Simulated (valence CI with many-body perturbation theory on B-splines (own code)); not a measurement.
## Mo¹¹⁺: key properties

Computed by configuration interaction combined with many-body perturbation theory (CI+MBPT): three valence electrons over a frozen Dirac-Fock core [Ar] 3d10, a basis of 9 s, 9 p, 8 d, 6 f, 3 g, 1 h functions for each j, with the one-electron correlation potential Σ1, the two-electron term Σ2, the three-electron term Σ3, Breit, model QED; selected CI, second order for the rest, scaled by the run's own slope (own B-spline code, finite nucleus).

No measured spectrum was set against this ion. As an estimate, levels hold to about 250 cm⁻¹ or 0.2 % of their energy and the worst to 1 %, as in measured heavy ions of charge 2 to 7; those with d or f electrons hold less well.

Names give the largest LS component (configuration and term), which can be under half, so a name can repeat, a term be missing and a line seem to break the LS rules; names also repeat where a configuration has a term twice.

Rates and lifetimes use the calculated energies. Strong lines usually hold to 10 to 20 %, long lifetimes can be off by a factor of two.

What is the ground level?

4s²4p ²P°_1/2, composition 98 % 4s²4p ²P°, g = 0.665.

How is the term ²P° of the ground level split?

J = 1/2 at 0, J = 3/2 at 28466 cm⁻¹.

Name the longest-lived excited levels whose lifetime is computed, and their main decay.

4s²4p ²P°_3/2 at 28466 cm⁻¹ lives 4.79 ms, mostly by M1 to 4s²4p ²P°_1/2. The lifetime of 4s4p4d ⁴F°_9/2 is too uncertain to give, and may be longer.

How well does LS coupling describe the low levels?

Among the lowest 20 levels the leading LS term, summed over configurations, holds 86 % on average. For single configurations the figures are 82 % in LS and 77 % in jj coupling. Terms mix most in the J = 3/2 level at 493550 cm⁻¹, where the leading one holds 44 %.

What is the ionisation energy?

230.93 eV; NIST lists 230.28 ± 0.06 eV (semi-empirical).
